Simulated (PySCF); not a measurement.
SMILES [In]([CH3])([NH2])[CH3], B3LYP/def2-SVP optimised geometry.

```
12

In    -0.06     0.22     0.00
C     -1.48     1.87     0.00
H     -1.35     2.48    -0.91
H     -1.31     2.52     0.88
H     -2.51     1.49     0.03
C      2.13     0.22     0.00
H      2.50     0.71    -0.91
H      2.51    -0.81     0.03
H      2.51     0.76     0.88
N     -0.91    -1.64    -0.01
H     -0.39    -2.52     0.00
H     -1.91    -1.82     0.00
```

Density from B3LYP/def2-TZVP, def2 effective core potentials past Kr in PySCF at that geometry. The core electrons that the potentials of In replace are not part of the density.

Minimum of the electron density along straight lines between bonded atoms, close to the bond critical point (lines longer than 1.1 times the sum of covalent radii, or with two minima, are not listed):

| bond | length / Å | ρ at the minimum / e bohr⁻³ | ∇²ρ there / e bohr⁻⁵ | position (fraction from the first atom) |
|---|---|---|---|---|
| In1–C2 | 2.183 | 0.094 | 0.14 | 0.52 |
| C2–H3 | 1.101 | 0.268 | -0.88 | 0.64 |
| C2–H4 | 1.101 | 0.268 | -0.88 | 0.64 |
| C2–H5 | 1.100 | 0.269 | -0.89 | 0.64 |
| In1–C6 | 2.183 | 0.094 | 0.14 | 0.52 |
| C6–H7 | 1.101 | 0.268 | -0.88 | 0.64 |
| C6–H8 | 1.100 | 0.269 | -0.89 | 0.64 |
| C6–H9 | 1.101 | 0.268 | -0.88 | 0.64 |
| In1–N10 | 2.043 | 0.106 | 0.40 | 0.52 |
| N10–H11 | 1.016 | 0.331 | -1.52 | 0.73 |
| N10–H12 | 1.016 | 0.331 | -1.52 | 0.73 |
